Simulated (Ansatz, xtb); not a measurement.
# C6H8OSi: where a starting geometry ends

The starting geometry of this gas-phase singlet was built from a drawn formula by distance geometry and a force field; its bonds are those of `C=C/C=C/C1=C[SiH2]O1`.

```xyz
16

C    -3.3347   -2.6211   -2.7665
C    -3.1609   -1.3398   -2.6365
C    -2.1324   -0.7457   -1.8292
C    -1.9231    0.5980   -1.6706
C    -0.8264    1.1551   -0.7143
C    -0.5227    2.5015   -0.4933
O     0.0276    0.4980    0.0384
Si    0.7562    1.9089    0.6582
H    -2.7715   -3.3742   -2.2614
H    -4.1472   -3.0075   -3.4414
H    -3.8161   -0.6198   -3.1908
H    -1.5255   -1.4105   -1.2115
H    -2.5282    1.3213   -2.2319
H    -0.9125    3.3779   -0.9002
H     2.1504    2.0548    0.1704
H     0.4963    2.1169    2.0913
```

Predict what becomes of its bonds when it is optimised with r2SCAN-D4/def2-SVP.

It keeps its bonds, and is `C=C/C=C/C1=C[SiH2]O1`.

The energy falls by 0.84 eV over 8 steps:

```
step  E − E(last) (eV)
   1             0.837
   2             0.123
   3             0.050
   4             0.008
   5             0.003
   6             0.000
   7             0.000
   8             0.000
```

Final geometry (Å):

```xyz
16

C    -3.2902   -2.6131   -2.7205
C    -3.1093   -1.2810   -2.6122
C    -2.1114   -0.6717   -1.7658
C    -1.9262    0.6693   -1.6541
C    -0.9200    1.2483   -0.8000
C    -0.5693    2.5507   -0.5439
O    -0.1061    0.3940   -0.0603
Si    0.6844    1.8122    0.5734
H    -2.6686   -3.3141   -2.1533
H    -4.0578   -3.0362   -3.3735
H    -3.7469   -0.6010   -3.1926
H    -1.4622   -1.3304   -1.1762
H    -2.5470    1.3724   -2.2205
H    -1.0095    3.4541   -0.9610
H     2.1309    1.8456    0.2188
H     0.5385    1.9147    2.0525
```

From the same start GFN2-xTB reaches the same bonding as this run.

The end wasn't checked by frequencies. Run with Ansatz 0.2.0, 22 s on 4 threads of Arm Neoverse V1 (shared host).
